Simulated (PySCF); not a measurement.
# Working out the ionisation energy of Cr

Cr [Ar] 3d5 4s1 (7S) → Cr⁺ [Ar] 3d5 (6S). Computed with PySCF 2.14 in aug-cc-pVDZ-DK (7s6p4d2f, 59 functions), with the spin-free X2C one-electron Hamiltonian (Gaussian nucleus). Frozen: [Ar]. Energies in hartree (1 hartree = 27.21139 eV):

```
             part    Cr (lower)   Cr⁺ (upper)
              UHF  -1049.653594  -1049.432637
MP2 opposite-spin      0.000000      0.000000
    MP2 same-spin     -0.083178     -0.066150
```

What does Hartree-Fock give?

(-1049.432637) − (-1049.653594) = 0.220957 hartree = 6.013 eV.

What do MP2 and SCS-MP2 (6/5 opposite-spin, 1/3 same-spin) give?

The opposite-spin parts differ by 0.000 eV and the same-spin parts by 0.463 eV. MP2: 6.013 + (0.000) + (0.463) = 6.476 eV. SCS-MP2: 6.013 + 1.2 × (0.000) + (0.463)/3 = 6.167 eV.

Measured between the centres of the two terms (NIST): 6.767 eV, so MP2 (valence) is off by -0.291 eV.

A double-zeta basis recovers only part of the correlation energy.

What remains against the reference includes basis incompleteness, the frozen core and correlation beyond second order.
